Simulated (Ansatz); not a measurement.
The cluster Ge₃O₂ (the lowest singlet isomer of a short search). The state is a singlet with charge 0. Geometry B3LYP-D4/def2-SVP, basis def2-TZVP, Ansatz.

Cartesian coordinates in Å:
```
Ge -1.013 -1.029 -0.632
Ge -0.540 1.433 -0.252
Ge 1.357 0.115 0.793
O -0.500 -0.304 1.076
O 0.696 -0.215 -0.985
```

```
run  HOMO (eV)  LUMO (eV)
  A      -5.45      -2.80
  B      -6.00      -2.11
  C      -8.15      -0.23
  D      -5.19      -2.81
  E      -7.87      -0.24
```

LC-ωPBE has ω = 0.4 bohr⁻¹. The structure comes from a short search, and lower isomers may exist.

Task: The runs used LC-ωPBE, PBE, PBE0, r2SCAN, ωB97X-V. Estimate which is which.

Result: A r2SCAN (0 % exact exchange); B PBE0 (25 % exact exchange); C LC-ωPBE (range-separated); D PBE (0 % exact exchange); E ωB97X-V (range-separated). Exact exchange lowers occupied and raises empty levels; among semilocal functionals meta-GGAs tend to open the gap a little, and such runs are hard to tell apart. The gap grows from 2.39 eV (PBE) to 7.92 eV (LC-ωPBE).
